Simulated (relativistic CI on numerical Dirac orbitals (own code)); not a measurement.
One change at a time: Pm19+

Base calculation: Dirac-Coulomb-Breit CI, orbitals from a KLI potential per configuration, model QED (radiative potential, 1s self-energy scaled to tabulated hydrogen-like ionisation energies), unscaled Slater integrals.

Configurations in the expansion (outside the closed core [Ar] 3d10): 4s2 4p6 4d6, 4s2 4p5 4d7, 4s2 4p6 4d5 4f, 4s2 4p4 4d8, 4s 4p6 4d7, 4s2 4p6 4d5 5s, 4p6 4d8, 4s 4p6 4d6 4f, 4s2 4p6 4d5 5p, 4s2 4p6 4d5 5d, 4s2 4p6 4d4 5s2, 4s2 4p4 4d7 5s, 4s2 4p6 4d5 6s, 4s 4p6 4d6 5s, 4s 4p6 4d5 5s2, 4p6 4d7 5s. Levels of other configurations are missing.

The lowest level and the first level of each name with at least 55 % of one term (blank where a level has no safe partner in the second run):

```
            Level  Base (cm⁻¹)  Shift (cm⁻¹)
 4s2 4p6 4d6 5D_4            0             0
 4s2 4p6 4d6 5D_3        28040          -806
 4s2 4p6 4d6 5D_0        32423         +2523
 4s2 4p6 4d6 5D_1        36206          +668
 4s2 4p6 4d6 3H_6        64482         -3380
 4s2 4p6 4d6 3D_1        93798         +2685
 4s2 4p6 4d6 3D_2        95057         +3969
 4s2 4p6 4d6 3P_0       104420         +5871
 4s2 4p6 4d6 3D_3       105028         +1784
 4s2 4p6 4d6 1I_6       117773         -4154
 4s2 4p6 4d6 3P_1       125019         +4118
 4s2 4p6 4d6 3F_4       155890         +3571
4s2 4p5 4d7 5G°_6       889310         +7724
4s2 4p5 4d7 3D°_3       912538        +18760
4s2 4p5 4d7 5G°_5       934217        +14234
4s2 4p5 4d7 3H°_6       955903        +18803
```

At this charge energies of transitions that change n are usually good to better than 1 %, and those within a shell (Δn = 0) to a few per cent. Terms inside the open d or f shell come out 10 to 20 % too wide with unscaled integrals.

Q: One thing was changed in a second run, which moved the levels as shown. Which?
A. QED terms removed
B. Breit term removed
C. configuration mixing switched off

A: C. Configuration mixing switched off. Without mixing, levels that were pushed by configurations of the same parity and J return to their single-configuration places.

LS names give the leading component of a level, which can be under half, so a name can repeat, a term be missing and a line seem to break the LS rules.
